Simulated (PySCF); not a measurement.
**`FC(F)(F)P1CCC1`: 4 charge schemes on one density**

Compound: C4H6F3P.
Geometry (GFN2-xTB, Å), atoms numbered from 1 in this order:
```xyz
14
C4H6F3P angstrom
F      1.5677   -1.2144   -0.1087
C      1.8525    0.0513    0.2371
F      2.7407    0.4983   -0.6644
F      2.4854   -0.0136    1.4189
P      0.3804    1.2437    0.3502
C     -0.5504    0.5679   -1.1271
C     -1.2701   -0.4964   -0.2786
C     -0.8218    0.0202    1.1008
H      0.0743    0.1922   -1.9365
H     -1.2251    1.3243   -1.5264
H     -2.3513   -0.5045   -0.4120
H     -0.8956   -1.4986   -0.4796
H     -0.3768   -0.7176    1.7671
H     -1.6106    0.5467    1.6370
```

Density: PBE0/pcSseg-1 (PySCF); schemes: Mulliken, IAO, Hirshfeld and ESP-fitted. One conformer (not necessarily the lowest) at the GFN2-xTB geometry, without solvent, vibrations or thermal averaging.

At which atom do the 4 schemes differ most?

At P5: from -0.361 (ESP-fitted) to +0.452 e (IAO), 0.813 e apart.

Do the Mulliken, IAO, Hirshfeld and ESP-fitted schemes agree on where the charge is highest?

All schemes agree: Mulliken C2 (+0.609); IAO C2 (+0.623); Hirshfeld C2 (+0.207); ESP-fitted C2 (+0.609).

Give the atomic charges in each scheme.

In e:

| atom | environment | Mulliken | IAO | Hirshfeld | ESP-fitted |
| --- | --- | --- | --- | --- | --- |
| F1 | fluorine of a CF3 group | -0.271 | -0.285 | -0.079 | -0.189 |
| C2 | CF3 carbon | +0.609 | +0.623 | +0.207 | +0.609 |
| F3 | fluorine of a CF3 group | -0.268 | -0.282 | -0.103 | -0.200 |
| F4 | fluorine of a CF3 group | -0.268 | -0.282 | -0.102 | -0.200 |
| P5 | phosphine phosphorus | +0.334 | +0.452 | +0.137 | -0.361 |
| C6 | sp3 carbon bound to phosphorus | -0.436 | -0.439 | -0.115 | +0.366 |
| C7 | four-membered-ring carbon | -0.177 | -0.261 | -0.074 | -0.464 |
| C8 | sp3 carbon bound to phosphorus | -0.436 | -0.439 | -0.115 | +0.364 |
| H9 | methylene hydrogen | +0.163 | +0.155 | +0.040 | -0.061 |
| H10 | methylene hydrogen | +0.157 | +0.155 | +0.043 | -0.004 |
| H11 | methylene hydrogen | +0.134 | +0.140 | +0.041 | +0.091 |
| H12 | methylene hydrogen | +0.140 | +0.153 | +0.037 | +0.112 |
| H13 | methylene hydrogen | +0.163 | +0.155 | +0.040 | -0.060 |
| H14 | methylene hydrogen | +0.157 | +0.155 | +0.043 | -0.004 |

Mean size of the charges over all atoms: IAO 0.284 e, Mulliken 0.265 e, ESP-fitted 0.221 e, Hirshfeld 0.084 e. Each set sums to the total charge, 0, to within 0.001 e. The ESP scheme fits charges at the nuclei, held to the total charge, to the electrostatic potential on points at 1.4 to 2.0 times the van der Waals radii.

How many electrons does the ESP-fitted scheme count on F4?

Z − q = 9 − (-0.200) = 9.200.

Sum the charges by element, for elements with more than one atom.

```csv
element,atoms,Mulliken,IAO,Hirshfeld,ESP-fitted
F,3,-0.807,-0.848,-0.284,-0.590
C,4,-0.439,-0.516,-0.098,+0.876
H,6,+0.913,+0.912,+0.244,+0.074
```

How closely do the schemes follow one another over all atoms?

Correlation coefficient and root-mean-square difference: Mulliken with IAO 0.99, 0.040 e; IAO with Hirshfeld 0.99, 0.223 e; Mulliken with Hirshfeld 0.99, 0.204 e; Hirshfeld with ESP-fitted 0.22, 0.279 e; IAO with ESP-fitted 0.15, 0.393 e; Mulliken with ESP-fitted 0.15, 0.380 e.
